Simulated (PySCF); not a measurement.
# Correlation energy of Os (osmium, neutral)

[Xe] 4f14 5d7 6s1, high-spin 5F determinant (an excited configuration). Calculation: PySCF 2.14, in def2-TZVPPD with the def2 core potential (60 electrons); scalar relativity through the core potential. Frozen: 5s2 5p6; 8 electrons correlated.

```
  level  correlation energy (mhartree)
   CCSD                        -180.87
    (T)                          -7.21
CCSD(T)                        -188.08
```

Diagnostics: T1 = 0.010, D1 = 0.0329, largest double amplitude 0.026.

Spin-orbit coupling, absent here, splits the open shell strongly.

Cost of the coupled-cluster step: of the order of 7 core-seconds, for 8 correlated electrons.
